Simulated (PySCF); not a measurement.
# Chlorine: a sound run and one with changed settings

Sound run: Cl⁺ [Ne] 3s2 3p4, Cl²⁺ [Ne] 3s2 3p3. Computed with PySCF 2.14 in 6-31G* (4s3p1d, 18 functions), with the non-relativistic Hamiltonian (point nucleus). In the sound run the correlated levels freeze [Ne]. The sound run starts from symmetry-adapted Hartree-Fock orbitals and uses a fine grid where one is needed.

A second run was set up differently.

| species | method | sound run (hartree) | changed run (hartree) | converged |
| --- | --- | --- | --- | --- |
| Cl⁺ | MP2 | -459.09745 | -459.10312 | yes |
| Cl⁺ | CCSD(T) | -459.11733 | -459.12243 | yes |
| Cl²⁺ | MP2 | -458.25727 | -458.26279 | yes |
| Cl²⁺ | CCSD(T) | -458.27692 | -458.28194 | yes |

Ionisation energy of Cl⁺:

```
 method  sound run (eV)  changed run (eV)
    UHF          22.497            22.497
    MP2          22.863            22.867
SCS-MP2          22.888            22.893
   CCSD          22.859            22.861
CCSD(T)          22.869            22.871
```

What was changed?
A. a valence shell is frozen
B. basis contracted for another Hamiltonian
C. all electrons correlated in a valence basis
D. minimal basis

C. A valence basis has no tight correlating functions, so it recovers only part of the core correlation, and not evenly between atom and ion.
